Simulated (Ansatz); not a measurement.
Job for Ansatz (an electronic-structure program): R-PBE/def2-TZVPP on C4H12Si (SMILES CC[SiH2]CC).

Ansatz 0.2 input:
```yaml
crystal:
  periodic: [false, false, false]
  atoms:
    - {symbol: C, position_ang: [1.83034783, -0.00211468, 1.04298901]}
    - {symbol: C, position_ang: [1.44888452, -0.80553661, -0.20726241]}
    - {symbol: Si, position_ang: [0.14150373, -0.01682526, -1.31369024]}
    - {symbol: C, position_ang: [-1.60807144, -0.09751502, -0.61814952]}
    - {symbol: C, position_ang: [-1.84124997, 0.65936469, 0.69530491]}
    - {symbol: H, position_ang: [2.63133237, -0.49056387, 1.60224722]}
    - {symbol: H, position_ang: [0.98475835, 0.11699765, 1.72154671]}
    - {symbol: H, position_ang: [2.17647577, 0.99909323, 0.77817254]}
    - {symbol: H, position_ang: [2.33818461, -0.96479699, -0.82555287]}
    - {symbol: H, position_ang: [1.10383782, -1.80556980, 0.07608817]}
    - {symbol: H, position_ang: [0.14927275, -0.71081513, -2.62921962]}
    - {symbol: H, position_ang: [0.50664949, 1.40803058, -1.54401252]}
    - {symbol: H, position_ang: [-2.27588705, 0.29231976, -1.39347153]}
    - {symbol: H, position_ang: [-1.87973392, -1.15148612, -0.49776479]}
    - {symbol: H, position_ang: [-1.54041665, 1.70597613, 0.61161345]}
    - {symbol: H, position_ang: [-1.27169294, 0.22156419, 1.51629426]}
    - {symbol: H, position_ang: [-2.89419524, 0.64187729, 0.98486723]}
basis:
  gaussian:
    orbitals: def2-TZVPP
hamiltonian:
  xc: {name: PBE}
scf: {lower_state_search: off}
```

It printed:

```
WARN ansatz: RAYON_NUM_THREADS=6 ignored (pool sized by the plan → 6); use --threads N
Functional definition: PBE
these checks for a lower state are left out or cut short: stability, starts, cluster_reference, orbital_swaps, neighbouring_geometries, increment
integrals: 0.34 GiB planned
1716 factors; their error is unknown
mean field: 2.38 GiB planned
mean field evaluation 1: about -12191.0106 eV, gradient 9.7e1 eV
mean field evaluation 2: about -12145.4199 eV, gradient 1.6e2 eV
mean field evaluation 4: about -12213.1255 eV, gradient 7.0e0 eV
mean field evaluation 8: about -12213.2575 eV, gradient 2.5e-1 eV
mean field evaluation 16: about -12213.2067 eV, gradient 7.2e-4 eV
mean field -12213.20673739 eV, -448.8270691903 hartree, gradient 1.8e-6 eV, S^2 0.000000; 0 other end points of the search recorded, 0 dependent functions left out
reference -12213.20678990 eV, -448.8270711200 hartree; 25, 25 occupied and 309, 309 virtual orbitals, 1716 factors
Total energy: -12213.20678990 eV, -448.8270711200 hartree
Checks for a lower state left out: stability, starts, cluster_reference, orbital_swaps, neighbouring_geometries, increment
```

The calculation finished and met its thresholds.

Cost: about 6 core-seconds (a rough figure).
